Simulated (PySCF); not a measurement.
Stepwise substitution at one centre (In F-SH). Gas-phase values, no solvent. One relaxed conformer stands for each flexible species; it need not be the lowest. Strings in code marks are SMILES.

Quantity: redistribution energy (mixed species minus the weighted end members), in kcal/mol.

Case: 2 of 3 F replaced by SH: `[F][In]([SH])[SH]` (S–In–S–H torsion 0°, S–In–S–H torsion 180°). The other species in the difference include `[F][In]([F])[F]` (neutral, multiplicity 1). Geometry of `[F][In]([SH])[SH]` (neutral, multiplicity 1, Å):

```xyz
6

F      0.6590     2.1803    -0.2978
In    -0.0557     0.3543    -0.0775
S     -2.3975     0.1522    -0.4543
S      1.6129    -1.2399     0.5211
H     -2.3779    -1.1786    -0.1956
H      2.5592    -0.2683     0.5041
```

**Question.** Give the redistribution energy (mixed species minus the weighted end members) at the level PBE-D3(BJ)/def2-TZVP (PySCF).

**Answer.** -3.06 kcal/mol.
